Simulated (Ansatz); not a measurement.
Reaction (substitution at a C–Si bond): `[CH3][AlH][SiH](C)S` + `[OH][Sn]([OH])([Cl])[Cl]` → `C[O][Sn]([OH])([Cl])[Cl]` + `[CH3][AlH][SiH2]S`

Calculated with Ansatz (gas phase, PBE0-D4/def2-TZVP geometries, no zero-point term in ΔE). CBS: MP2 limit from def2 TZ/QZ plus the TZ coupled-cluster correction, frozen cores. DFT in def2-TZVPP. Elements past krypton have def2 core potentials. For Sn outer-core shells are correlated without core-valence functions, which leaves a few kJ/mol of doubt a bond. Each species was taken in one conformer, which may not be the lowest.

| species | PBE0-D4 energy (Eh) |
| --- | --- |
| `[CH3][AlH][SiH](C)S` | -1011.37093 |
| `[OH][Sn]([OH])([Cl])[Cl]` | -1286.13418 |
| `C[O][Sn]([OH])([Cl])[Cl]` | -1325.39406 |
| `[CH3][AlH][SiH2]S` | -972.07414 |

(1) Work out ΔE.

Largest T1 diagnostic among the species: 0.013.

## Answers

(1) ΔE = (-1325.39406) + (-972.07414) − (-1011.37093) − (-1286.13418) = 0.03691 Eh = +1.00 eV. CCSD(T)/CBS gives +1.00 eV.

In def2-TZVPP, CCSD(T) changes the Hartree–Fock value by +0.13 eV (the triples alone add +0.01 eV) and MP2 by +0.21 eV.
